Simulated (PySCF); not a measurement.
SMILES OB(O)[SiH2]c1ccco1, singlet, GFN2-xTB optimised geometry.

```
16

O     -2.24     0.37    -0.15
B     -1.99    -0.97    -0.12
O     -3.06    -1.79    -0.18
Si    -0.20    -1.81     0.00
C      1.11    -0.45     0.00
C      2.48    -0.45     0.00
C      2.90     0.90     0.00
C      1.76     1.65     0.00
O      0.68     0.85     0.00
H     -1.47     0.95    -0.11
H     -3.91    -1.34    -0.24
H      0.18    -2.70    -1.11
H      0.06    -2.60     1.22
H      3.10    -1.32     0.00
H      3.91     1.27     0.00
H      1.59     2.70     0.00
```

Density from PySCF 2.14.0 with B3LYP/def2-TZVP at that geometry.

Minimum of the electron density along straight lines between bonded atoms, close to the bond critical point (lines longer than 1.1 times the sum of covalent radii, or with two minima, are not listed):

| bond | length / Å | ρ at the minimum / e bohr⁻³ | ∇²ρ there / e bohr⁻⁵ | position (fraction from the first atom) |
|---|---|---|---|---|
| O1–B2 | 1.360 | 0.210 | 0.93 | 0.67 |
| B2–O3 | 1.351 | 0.215 | 0.98 | 0.33 |
| B2–Si4 | 1.979 | 0.121 | -0.05 | 0.61 |
| Si4–C5 | 1.891 | 0.114 | 0.22 | 0.39 |
| C5–C6 | 1.367 | 0.336 | -1.00 | 0.51 |
| C6–C7 | 1.413 | 0.302 | -0.84 | 0.50 |
| C7–C8 | 1.360 | 0.340 | -1.02 | 0.48 |
| C5–O9 | 1.365 | 0.278 | -0.23 | 0.33 |
| C8–O9 | 1.343 | 0.297 | -0.28 | 0.33 |
| O1–H10 | 0.958 | 0.361 | -2.52 | 0.81 |
| O3–H11 | 0.960 | 0.359 | -2.45 | 0.81 |
| Si4–H12 | 1.474 | 0.122 | 0.17 | 0.49 |
| Si4–H13 | 1.475 | 0.122 | 0.17 | 0.49 |
| C6–H14 | 1.070 | 0.293 | -1.07 | 0.65 |
| C7–H15 | 1.071 | 0.292 | -1.07 | 0.65 |
| C8–H16 | 1.073 | 0.296 | -1.10 | 0.65 |
